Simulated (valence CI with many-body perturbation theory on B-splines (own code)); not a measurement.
Results of a calculation; reference values are marked as such.
**Level structure of Tm37+**

Method: valence CI with perturbative core correlation (CI+MBPT): four valence electrons over a frozen Dirac-Fock core [Ar] 3d10, radial functions for each j: 11 s, 11 p, 10 d, 8 f, 5 g, 2 h, with the one-electron correlation potential Σ1, the two-electron term Σ2, the three-electron term Σ3, Breit, model QED; selected CI, second order for the rest, scaled by the run's own slope (own B-spline code, finite nucleus).

The last digits are not significant, and no measured levels were compared; by estimate large intervals hold to a few tenths of a per cent, small ones and those within an open d or f shell to about a per cent. Among the levels kept, up to 390 cm⁻¹ of a level comes from second order outside the variational space, and about a tenth of that is noise between levels of different J, which matters for small intervals.

Levels 1 to 45 of 189, with energies above the lowest level, (4s^2 4p1/2^2) J=0. "Leading %" is the weight of the configuration and term that name the level; weights of strongly mixed levels are sums over their largest components and can fall short. In the jj column 3d3/2^4 stands for four electrons in 3d with j = 3/2.

```
No.  Configuration  Term  J  E (eV)  Leading %      g    Second component                   Leading jj
  1        4s2.4p2    3P  0    0.00         71            28 % 4s2.4p2 1S          4s^2 4p1/2^2 (99 %)
  2        4s2.4p2    3P  1   61.73         99  1.498                          4s^2 4p1/2 4p3/2 (99 %)
  3        4s2.4p2    1D  2   65.58         62  1.184     37 % 4s2.4p2 3P      4s^2 4p1/2 4p3/2 (99 %)
  4        4s2.4p2    3P  2  130.22         62  1.309     37 % 4s2.4p2 1D          4s^2 4p3/2^2 (98 %)
  5        4s2.4p2    1S  0  138.64         70            28 % 4s2.4p2 3P          4s^2 4p3/2^2 (98 %)
  6         4s.4p3   3P°  2  145.32         43  1.594     35 % 4s.4p3 5S°      4s 4p1/2^2 4p3/2 (95 %)
  7         4s.4p3   3D°  1  158.53         39  1.034     22 % 4s.4p3 1P°      4s 4p1/2^2 4p3/2 (92 %)
  8      4s2.4p.4d   3F°  2  197.10         69  0.779  20 % 4s2.4p.4d 1D°      4s^2 4p1/2 4d3/2 (94 %)
  9         4s.4p3   5S°  2  201.55         43  1.535     38 % 4s.4p3 3D°      4s 4p1/2 4p3/2^2 (84 %)
 10         4s.4p3   3D°  3  208.83         77  1.297  11 % 4s2.4p.4d 3D°      4s 4p1/2 4p3/2^2 (77 %)
 11      4s2.4p.4d   3D°  1  212.59         48  0.948  20 % 4s2.4p.4d 1P°      4s^2 4p1/2 4d3/2 (80 %)
 12         4s.4p3   3P°  0  218.30         96                                 4s 4p1/2 4p3/2^2 (96 %)
 13      4s2.4p.4d   3P°  2  222.44         30  1.171     21 % 4s.4p3 3D°      4s^2 4p1/2 4d5/2 (62 %)
 14      4s2.4p.4d   3F°  3  223.66         55  1.141     20 % 4s.4p3 3D°      4s^2 4p1/2 4d5/2 (74 %)
 15         4s.4p3   3P°  1  224.63         51  1.250     19 % 4s.4p3 1P°      4s 4p1/2 4p3/2^2 (87 %)
 16         4s.4p3   1D°  2  228.47         53  1.181  12 % 4s2.4p.4d 3D°      4s 4p1/2 4p3/2^2 (66 %)
 17         4s.4p3   3S°  1  229.16         39  1.318     25 % 4s.4p3 3D°      4s 4p1/2 4p3/2^2 (88 %)
 18      4s2.4p.4d   3D°  2  272.95         39  1.295  20 % 4s2.4p.4d 3P°      4s^2 4p3/2 4d3/2 (45 %)
 19      4s2.4p.4d   3P°  1  273.96         50  1.140  33 % 4s2.4p.4d 3D°      4s^2 4p3/2 4d3/2 (87 %)
 20      4s2.4p.4d   1D°  2  274.12         46  1.096  13 % 4s2.4p.4d 3F°      4s^2 4p3/2 4d3/2 (43 %)
 21      4s2.4p.4d   3P°  0  275.49         95                                 4s^2 4p3/2 4d3/2 (95 %)
 22      4s2.4p.4d   3F°  3  275.98         36  1.137  31 % 4s2.4p.4d 3D°      4s^2 4p3/2 4d3/2 (86 %)
 23      4s2.4p.4d   3F°  4  278.63         99  1.247                          4s^2 4p3/2 4d5/2 (99 %)
 24      4s.4p2.4d    5F  1  282.13         48  0.393   31 % 4s.4p2.4d 3D      4s 4p1/2^2 4d3/2 (95 %)
 25      4s.4p2.4d    3D  2  284.57         25  1.178   25 % 4s.4p2.4d 5F      4s 4p1/2^2 4d3/2 (88 %)
 26      4s2.4p.4d   1P°  1  293.55         33  1.251  25 % 4s2.4p.4d 3P°      4s^2 4p3/2 4d5/2 (57 %)
 27      4s2.4p.4d   3P°  2  295.39         25  1.320     24 % 4s.4p3 3P°      4s^2 4p3/2 4d5/2 (47 %)
 28      4s2.4p.4d   1F°  3  295.77         50  1.160  47 % 4s2.4p.4d 3D°      4s^2 4p3/2 4d5/2 (89 %)
 29      4s.4p2.4d    3D  3  301.21         27  1.368   26 % 4s.4p2.4d 5D      4s 4p1/2^2 4d5/2 (91 %)
 30            4p4    3P  2  302.53         30  1.207         14 % 4p4 1D      4s 4p1/2^2 4d5/2 (48 %)
 31      4s2.4p.4d   1P°  1  305.02         34  1.035     25 % 4s.4p3 1P°            4s 4p3/2^3 (51 %)
 32            4p4    1S  0  316.99         52                34 % 4p4 3P       4p1/2^2 4p3/2^2 (87 %)
 33            4p4    3P  2  317.44         28  1.078   22 % 4s.4p2.4d 3F      4s 4p1/2^2 4d5/2 (40 %)
 34      4s.4p2.4d    5D  0  337.06         86          12 % 4s.4p2.4d 3P  4s 4p1/2 4p3/2 4d3/2 (96 %)
 35      4s.4p2.4d    5D  1  337.20         56  1.195   20 % 4s.4p2.4d 5F  4s 4p1/2 4p3/2 4d3/2 (97 %)
 36      4s.4p2.4d    5F  2  337.77         44  1.124   17 % 4s.4p2.4d 5D  4s 4p1/2 4p3/2 4d3/2 (93 %)
 37      4s.4p2.4d    5F  3  339.51         48  1.161   31 % 4s.4p2.4d 3F  4s 4p1/2 4p3/2 4d3/2 (91 %)
 38      4s.4p2.4d    5F  4  345.16         38  1.209   28 % 4s.4p2.4d 3G  4s 4p1/2 4p3/2 4d3/2 (80 %)
 39      4s.4p2.4d    5D  4  349.91         53  1.400   25 % 4s.4p2.4d 5F  4s 4p1/2 4p3/2 4d5/2 (95 %)
 40      4s.4p2.4d    3F  2  351.79         63  0.892   11 % 4s.4p2.4d 5D  4s 4p1/2 4p3/2 4d3/2 (76 %)
 41      4s.4p2.4d    3G  3  353.26         41  0.877   20 % 4s.4p2.4d 1F  4s 4p1/2 4p3/2 4d3/2 (74 %)
 42      4s.4p2.4d    5P  3  354.19         38  1.396   16 % 4s.4p2.4d 3F  4s 4p1/2 4p3/2 4d3/2 (63 %)
 43      4s.4p2.4d    5P  2  356.43         39  1.483   18 % 4s.4p2.4d 3D  4s 4p1/2 4p3/2 4d3/2 (84 %)
 44      4s.4p2.4d    5P  1  356.82         26  1.590   26 % 4s.4p2.4d 3P  4s 4p1/2 4p3/2 4d3/2 (85 %)
 45      4s.4p2.4d    3G  5  358.22         51  1.294   49 % 4s.4p2.4d 5F  4s 4p1/2 4p3/2 4d5/2 (96 %)
```

Where two levels of one J and parity lie close, their mixing, g and order are uncertain.

The ionisation energy to 4s2.4p 2P°_1/2 of the next ion comes out as 1707.9 eV (NIST: 1706 ± 4 eV (theoretical)). All 189 levels together are meant to be complete up to 534.02 eV.
